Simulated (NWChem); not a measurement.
# Extrapolating the CCSD correlation energy of HClSi

```
Si
H 1 1.5382
Cl 1 2.0903 2 95.27
```
Charge 0, spin multiplicity 1.

Everything below was run with NWChem. The geometry was optimised at PBE0/def2-SVP, a minimum by its harmonic frequencies.

The correlated methods keep 10 core orbitals frozen. The structure started from a generated list of species. No row is a measurement; the coupled-cluster row has its own basis-set and correlation limits.

Worked example. The CCSD correlation energy is -246.55 mHa in cc-pVDZ and -322.20 mHa in cc-pVTZ. The form E(X) = E∞ + A/X³ turns the pair into an estimate of the basis-set limit.

E∞ = (3³·(-322.20) − 2³·(-246.55))/(3³ − 2³) = -354.0 mHa. The larger basis holds 91 % of that. This is a two-point estimate, and a rough one from so small a pair.
